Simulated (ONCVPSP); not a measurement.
**thallium (Tl) ONCV: all-electron and pseudo phase curves**

thallium (Tl), optimised norm-conserving Vanderbilt (ONCV), made with ONCVPSP 4.0.1 (PBEsol, scalar-relativistic). Core [Kr] 4d10 4f14, reference 5s2 5p6 5d10 6s2 6p1. Waves: 5s+6s: rc 1.35 bohr, ncon 3, nbas 6, qcut 7 1/bohr, 2 projectors; 5p+6p: rc 1.45 bohr, ncon 4, nbas 7, qcut 7.6 1/bohr, 2 projectors; 5d: rc 1.30 bohr, ncon 4, nbas 8, qcut 7.8 1/bohr, 1 projector. Local part: polynomial inside 1.10 bohr (lpopt 5, dvloc0 3 Ha). Core correction: none.

The phase is arctan(r·R′/R) of the radial function R(r), unwrapped; energies in Ha, scanned from -6 to 5 Ha. A pole is an energy at which the radial function vanishes at the test radius. The pseudo phase is shifted by a multiple of π to meet the all-electron one at the reference energy, and phase errors are pseudo minus all-electron; the curves can meet again beyond the range given. Levels narrower than the energy grid can be missing from the lists of poles.

**Question.** For each channel, where are the poles, and over which energies does the pseudopotential scatter like the atom?

**Answer.**

| channel | radius (bohr) | reference energy (Ha) | poles, all-electron | poles, pseudo | unbroken range about the reference energy with phases within 0.05 rad | phase error 1 Ha above the reference energy (rad) |
| --- | --- | --- | --- | --- | --- | --- |
| s | 1.37 | -0.35 | -4.01 | -4.01 | the whole range | -0.001 |
| p | 1.47 | -0.09 | -1.87 | -1.87 | the whole range | -0.000 |
| d | 1.32 | -0.57 | 2.65 | 2.50 | below 4.8 | -0.002 |

Phases in the d channel:

| E (Ha) | all-electron | pseudo |
| --- | --- | --- |
| -5.96 | 1.229 | 1.226 |
| -5.68 | 1.213 | 1.210 |
| -5.40 | 1.195 | 1.192 |
| -5.12 | 1.175 | 1.171 |
| -4.84 | 1.151 | 1.147 |
| -4.56 | 1.124 | 1.119 |
| -4.28 | 1.091 | 1.086 |
| -4.00 | 1.052 | 1.047 |
| -3.72 | 1.005 | 0.998 |
| -3.44 | 0.946 | 0.938 |
| -3.16 | 0.870 | 0.862 |
| -2.88 | 0.772 | 0.763 |
| -2.60 | 0.641 | 0.631 |
| -2.32 | 0.467 | 0.456 |
| -2.04 | 0.237 | 0.226 |
| -1.76 | -0.044 | -0.053 |
| -1.48 | -0.343 | -0.348 |
| -1.20 | -0.612 | -0.615 |
| -0.92 | -0.828 | -0.829 |
| -0.64 | -0.991 | -0.991 |
| -0.36 | -1.113 | -1.113 |
| -0.08 | -1.205 | -1.206 |
| 0.20 | -1.277 | -1.278 |
| 0.48 | -1.335 | -1.337 |
| 0.76 | -1.382 | -1.385 |
| 1.04 | -1.422 | -1.425 |
| 1.32 | -1.455 | -1.460 |
| 1.60 | -1.485 | -1.490 |
| 1.88 | -1.511 | -1.518 |
| 2.16 | -1.534 | -1.543 |
| 2.44 | -1.556 | -1.566 |
| 2.72 | -1.576 | -1.588 |
| 3.00 | -1.595 | -1.610 |
| 3.28 | -1.613 | -1.631 |
| 3.56 | -1.631 | -1.652 |
| 3.84 | -1.648 | -1.674 |
| 4.12 | -1.666 | -1.697 |
| 4.40 | -1.684 | -1.722 |
| 4.68 | -1.702 | -1.749 |
| 4.96 | -1.722 | -1.780 |
